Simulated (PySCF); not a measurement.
C3H6AlFO, SMILES C=C[CH2][Al]([OH])[F].

The structure is a stationary point at B3LYP-D3(BJ)/def2-SVP. One conformer was computed; it need not be the lowest.

Computed with ωB97X/def2-TZVP run with PySCF.

Isolated molecule, no solvent.

```json
{
 "total_energy": "-535.60155 hartree",
 "highest_occupied_level": "-9.28 eV",
 "lowest_empty_level": "1.45 eV",
 "orbital_gap": "10.73 eV",
 "dipole_moment": "0.182 e·Å",
 "quadrupole, principal values (traceless, Buckingham form, about the centre of nuclear charge)": "-8.63, 3.46, 5.17 D·Å",
 "mean_static_polarisability": "61.0 bohr³ (9.05 Å³)",
 "polarisability_principal_values": "51.9, 55.0, 76.3 bohr³"
}
```
